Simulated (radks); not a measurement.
The numbers below are computed, except where a source is named.
Spin polarisation of the 3d9 shell in the copper ion Cu2+. Start: [Ar] 3d(up 4.5, down 4.5); electrons of 3d are moved from spin down to spin up, other shells keep equal spins. Code: a radial shooting solver on a logarithmic mesh with Libxc functionals. Model: scalar-relativistic Kohn-Sham, PBE, spin-polarised, spherical densities, finite nucleus; Fermi nuclear charge, rms radius of each element as measured or else 0.836 A^(1/3) + 0.57 fm.

moment (Bohr magnetons)  E - E(0) (eV)  e(3d up) (eV)  e(3d down) (eV)  3p down minus up (eV)  3s down minus up (eV)
0                                0.000        -29.628          -29.628                 0.000                  0.000
0.25                            -0.016        -29.758          -29.495                  0.284                  0.290
0.5                             -0.066        -29.884          -29.360                  0.568                  0.579
0.75                            -0.147        -30.007          -29.220                  0.852                  0.869
1                               -0.262        -30.126          -29.078                  1.136                  1.159

At moment 1 the spin-polarisation energy is -0.262 eV and the 3d exchange splitting 1.048 eV, that is 1.048 eV per Bohr magneton; E = -I m^2/4 would give I = 1.048 eV.
